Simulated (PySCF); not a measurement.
**Radial density of Sn (tin, neutral)**

M06-L, [Kr] 4d10 5s2 5p2, high-spin 3P determinant. Computed with PySCF 2.14 in def2-SVP with the def2 core potential (28 electrons), with scalar relativity through the core potential. This is the valence pseudo-density: the core potential removes the inner electrons and smooths the orbitals near the nucleus.

| r (bohr) | 4πr²ρ (e/bohr) | 4πr²(ρα − ρβ) |
| --- | --- | --- |
| 0.00826 | 2.203e-05 | 0.0000 |
| 0.0139 | 5.883e-05 | 0.0000 |
| 0.0234 | 0.0001426 | 0.0000 |
| 0.0393 | 0.0002820 | 0.0000 |
| 0.0661 | 0.0005830 | 0.0000 |
| 0.111 | 0.004037 | 0.0000 |
| 0.187 | 0.05343 | 0.0003 |
| 0.315 | 0.9597 | 0.0059 |
| 0.529 | 11.56 | 0.0758 |
| 0.890 | 21.80 | 0.0195 |
| 1.50 | 6.362 | 0.2211 |
| 2.52 | 1.947 | 0.7773 |
| 4.23 | 0.4509 | 0.3186 |
| 7.12 | 0.02004 | 0.0184 |

Energies and moments cover only the electrons outside the core potential.
